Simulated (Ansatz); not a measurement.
Question: Predict a relaxed structure of `OB(O)CCCCc1ccc2ccc3cccc4ccc1c2c34`, charge 0, singlet, at PBE-D4/def2-SVP (Ansatz).

Answer: 
```xyz
42

O     5.269    3.448   -1.939
B     4.406    2.384   -1.783
O     3.965    1.601   -2.828
C     3.865    2.052   -0.335
C     2.354    2.319   -0.202
C     1.801    2.023    1.194
C     0.289    2.298    1.346
C    -0.586    1.397    0.504
C    -1.066    1.857   -0.737
C    -1.836    1.051   -1.581
C    -2.167   -0.269   -1.211
C    -2.958   -1.125   -2.053
C    -3.275   -2.405   -1.672
C    -2.826   -2.938   -0.413
C    -3.142   -4.250    0.002
C    -2.693   -4.742    1.235
C    -1.918   -3.937    2.080
C    -1.576   -2.618    1.707
C    -0.785   -1.763    2.547
C    -0.463   -0.483    2.166
C    -0.904    0.068    0.910
C    -1.700   -0.768    0.051
C    -2.032   -2.103    0.447
H     5.547    3.606   -2.859
H     4.306    1.862   -3.701
H     4.426    2.640    0.422
H     4.061    0.979   -0.115
H     1.806    1.716   -0.957
H     2.139    3.383   -0.454
H     2.012    0.962    1.452
H     2.350    2.636    1.943
H     0.090    3.353    1.064
H     0.009    2.212    2.417
H    -0.823    2.886   -1.047
H    -2.194    1.444   -2.545
H    -3.308   -0.728   -3.019
H    -3.881   -3.050   -2.327
H    -3.749   -4.886   -0.660
H    -2.951   -5.767    1.541
H    -1.567   -4.326    3.049
H    -0.438   -2.156    3.516
H     0.143    0.139    2.840
```
 This is one stationary point.

Single mean-field runs in def2-SVP are fitted with def2-universal-jkfit.
